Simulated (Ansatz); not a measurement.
Abridged output of a molecular run in Ansatz:

```
Functional definition: HF
1606 factors; integrals over basis functions are off by at most 1.1e-3 eV
mean field evaluation 1: about -58857.4559 eV, gradient 3.7e1 eV
mean field evaluation 2: about -58857.7984 eV, gradient 3.8e1 eV
mean field evaluation 4: about -58861.5066 eV, gradient 6.0e0 eV
mean field evaluation 8: about -58861.5830 eV, gradient 4.7e-1 eV
mean field -58861.58374798 eV, -2163.1233049240 hartree, gradient 3.1e-6 eV, S^2 0.000000; 0 other end points of the search recorded, 0 dependent functions left out
16 core orbitals not correlated: weight in the atoms' cores, before any rotation towards them, 1.000 or more for the frozen orbitals, at most 0.000 for the correlated occupied ones
reference -58861.58374798 eV, -2163.1233049240 hartree; 16, 16 occupied and 234, 234 virtual orbitals, 1606 factors
second order -28.31336922 eV of doubles, -0.00000000 eV of singles
cycle   1  -27.11409130 eV  change     1.2e0 eV  update   1.3e-1
cycle   2  -27.95367615 eV  change   -8.4e-1 eV  update   5.3e-2
cycle   3  -28.15994902 eV  change   -2.1e-1 eV  update   2.4e-2
cycle   4  -28.13027126 eV  change    3.0e-2 eV  update   7.1e-3
cycle   5  -28.12250855 eV  change    7.8e-3 eV  update   3.0e-3
cycle   6  -28.12461001 eV  change   -2.1e-3 eV  update   1.1e-3
cycle   7  -28.12420024 eV  change    4.1e-4 eV  update   4.5e-4
cycle   8  -28.12376614 eV  change    4.3e-4 eV  update   1.9e-4
cycle   9  -28.12392944 eV  change   -1.6e-4 eV  update   8.7e-5
cycle  10  -28.12398323 eV  change   -5.4e-5 eV  update   3.2e-5
cycle  11  -28.12393040 eV  change    5.3e-5 eV  update   1.5e-5
cycle  12  -28.12395330 eV  change   -2.3e-5 eV  update   6.9e-6
perturbative correction -1.00759111 eV, -0.0370282903 hartree
Total energy: -58890.71529239 eV, -2164.1938694349 hartree
```

Its atoms:

Cartesian coordinates in Å:
```
N 1.329 0.729 0.601
C 0.459 -0.028 -0.322
Si -1.237 0.748 -0.400
Zn 0.305 -1.964 0.049
H 0.947 0.741 1.539
H 2.255 0.327 0.667
H 0.865 0.079 -1.337
H -1.222 2.176 -0.826
H -1.887 0.687 0.942
H -2.080 -0.034 -1.350
H 0.264 -3.461 0.437
```

(1) Which basis set was used?
A. def2-TZVPPD
B. def2-SVPD
C. def2-TZVPP
D. def2-QZVPP

(2) Write the keys of the input that set method, charge and spin (a neutral closed shell needs none for the last two).

Answers

(1) C. It gives 266 functions.

(2) 
```yaml
correlation: {method: ccsd_t, frozen_orbitals: {C: 1, H: 0, "N": 1, Si: 5, Zn: 9}}
```
